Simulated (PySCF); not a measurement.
## S⁺: ionisation energy

S⁺ [Ne] 3s2 3p3 (4S) → S²⁺ [Ne] 3s2 3p2 (3P), as a difference of total energies. All numbers are calculated (PySCF 2.14, no relativity, point nucleus, in def2-TZVP). Correlated levels: valence: [Ne] frozen. The calculations carry no spin-orbit coupling.

| method | ionisation energy (eV) | difference from reference (eV) |
| --- | --- | --- |
| UHF | 22.720 | -0.618 |
| TPSS | 23.374 | +0.036 |
| MN15 | 23.370 | +0.032 |
| MP2 (valence) | 23.323 | -0.015 |
| SCS-MP2 (valence) | 23.140 | -0.198 |
| CCSD (valence) | 23.258 | -0.080 |
| CCSD(T) (valence) | 23.295 | -0.043 |

Reference: 23.338 eV (measured; NIST Atomic Spectra Database, ionization energies).

The reference lies between the lowest fine-structure levels, while these numbers refer to the centres of the terms.

Errors of the correlated levels include the incompleteness of this basis and the frozen core.
